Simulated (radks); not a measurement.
The numbers below are computed, except where a source is named.
The nuclear charge of neutral lead is varied continuously with 82 electrons held in [Hg] 6p2. Level of theory: scalar-relativistic Kohn-Sham, SCAN, spin-unpolarised, spherical densities, finite nucleus; meta-GGA in the generalised Kohn-Sham scheme; Fermi nuclear charge, rms radius 5.5012 fm (a radial shooting solver on a logarithmic mesh with Libxc functionals). By the Hellmann-Feynman theorem dE/dZ = E(electron-nucleus)/Z, the electronic potential at the nucleus (averaged over a nucleus of fixed radius). The scalar-relativistic energy here is not variational (the density holds large components alone), so the two differ by a part that grows with Z.

Z     E (hartree)  E(electron-nucleus)/Z (hartree)  HOMO  e(HOMO) (eV)  <r> HOMO (bohr)
81.8  -20751.1517                         -633.115    6p        -2.303            3.467
81.9  -20815.1407                         -634.339    6p        -2.952            3.378
82    -20879.2550                         -635.564    6p        -3.628            3.299
82.1  -20943.4948                         -636.789    6p        -4.329            3.227
82.2  -21007.8605                         -638.015    6p        -5.054            3.161
82.3  -21072.3513                         -639.241    6p        -5.802            3.101
82.4  -21136.9679                         -640.468    6p        -6.572            3.045
82.5  -21201.7103                         -641.695    6p        -7.362            2.993
82.6  -21266.5787                         -642.923    6p        -8.172            2.944
82.7  -21331.5727                         -644.152    6p        -9.001            2.898
82.8  -21396.6929                         -645.382    6p        -9.849            2.855
82.9  -21461.9392                         -646.613    6p       -10.715            2.814
83    -21527.3116                         -647.844    6p       -11.598            2.775

The central difference of E at Z = 82 is -641.771 hartree, to compare with the third column; the second derivative is -12.5 hartree.
